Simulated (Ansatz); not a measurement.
Species: CH2F, charge -1, singlet. CH2F- (SMILES [CH2-]F).
B3LYP-D3(BJ)/def2-TZVP minimum from Ansatz (a program for electronic structure):
```xyz
4

C     -0.7460     0.0795     0.2326
F      0.7330    -0.1081    -0.0705
H     -0.9213     1.0875    -0.2211
H     -1.1996    -0.5918    -0.5395
```
Charge -1, spin multiplicity 1.

Total energies in aug-cc-pVDZ, 14 correlated electrons, 2 frozen orbitals. Radicals and triplets start from unrestricted determinants; spin-orbit coupling is neglected. Correlated methods leave the cores frozen. No relativity.

```csv
method,program,energy (Eh),minus CCSDT(Q) (mEh)
HF,Ansatz,-138.38160,404.90
MP2,Ansatz,-138.75560,30.90
CCSD,Ansatz,-138.77294,13.56
CCSD(T),Ansatz,-138.78496,1.54
CCSDT(Q),Ansatz,-138.78650,0.00
```

Rough core times of Ansatz's runs on a shared machine: CCSD(T) under 20 s, CCSDT(Q) 2 min.
